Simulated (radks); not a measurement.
The nuclear charge of neutral titanium is varied continuously with 22 electrons held in [Ar] 3d2 4s2. Method: scalar-relativistic Kohn-Sham, PBE, spin-polarised, spherical densities, finite nucleus; open shells are filled with parallel spins first; Fermi nuclear charge, rms radius 3.5921 fm; computed with a radial shooting solver on a logarithmic mesh with Libxc functionals. By the Hellmann-Feynman theorem dE/dZ = E(electron-nucleus)/Z, the electronic potential at the nucleus (averaged over a nucleus of fixed radius). The scalar-relativistic energy here is not variational (the density holds large components alone), so the two differ by a part that grows with Z.

\begin{tabular}{lrrrrr}
Z & E (hartree) & E(electron-nucleus)/Z (hartree) & HOMO & e(HOMO) (eV) & <r> HOMO (bohr) \\ \hline
21.8 & -835.24012 & -91.1455 & 3d & -2.780 & 1.702 \\
22 & -853.59003 & -92.2471 & 4s & -4.174 & 3.607 \\
22.2 & -872.16028 & -93.3453 & 4s & -5.572 & 3.432 \\
22.4 & -890.95027 & -94.4410 & 4s & -7.081 & 3.279 \\
22.6 & -909.95958 & -95.5348 & 4s & -8.696 & 3.143 \\
22.8 & -929.18788 & -96.6270 & 4s & -10.411 & 3.021 \\
23 & -948.63491 & -97.7181 & 4s & -12.222 & 2.911 \\
\end{tabular}

The central difference of E at Z = 22 is -92.300 hartree, to compare with the third column; the second derivative is -5.51 hartree.
